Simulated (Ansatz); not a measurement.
Stepwise reaction of `[OH][InH][OH]` with hydrogen chloride, as a gas-phase model of exchange steps in deposition or etching. ΔE in kJ/mol; ΔG adds harmonic PBE0-D4 terms to CCSD(T)/CBS, at 1 bar.

Computed with Ansatz on PBE0-D4/def2-TZVP structures; ΔE is electronic, products minus reactants. CCSD(T)/CBS is the MP2 limit (def2-TZVPP, def2-QZVPP) plus CCSD(T) − MP2 in def2-TZVPP, frozen cores. This one scheme is used for every species. Functionals use def2-TZVPP. B3LYP here is the variant with VWN-RPA as its local correlation; programs differ in this. def2 core potentials past Kr. For In outer-core shells are correlated without core-valence functions, which leaves a few kJ/mol of doubt a bond. One conformer a species, not always the lowest.

```
step                                       reaction  PBE-D4  B3LYP-D4  ωB97M-V  CCSD(T)/CBS  ΔG(600 K)
   1  `[OH][InH][OH]` + HCl → `[OH][InH][Cl]` + H₂O   -89.8     -93.0    -94.5        -91.8      -87.1
   2  `[OH][InH][Cl]` + HCl → `[Cl][InH][Cl]` + H₂O   -77.9     -82.2    -83.7        -82.2      -75.3
```

(1) By hand: ΔE of the 2 steps together at CCSD(T)/CBS.

Results:

(1) (-91.8) + (-82.2) = -174.0 kJ/mol, or -87.0 kJ/mol a step.

In ΔE each step is higher than the one before. All are downhill at CCSD(T)/CBS. ΔG lies between -87.1 and -75.3 kJ/mol a step. PBE-D4 differs from CCSD(T)/CBS by 2.0 to 4.3 kJ/mol a step. Isolated molecules leave out the surface, adducts and barriers. Largest T1 diagnostic: 0.017.
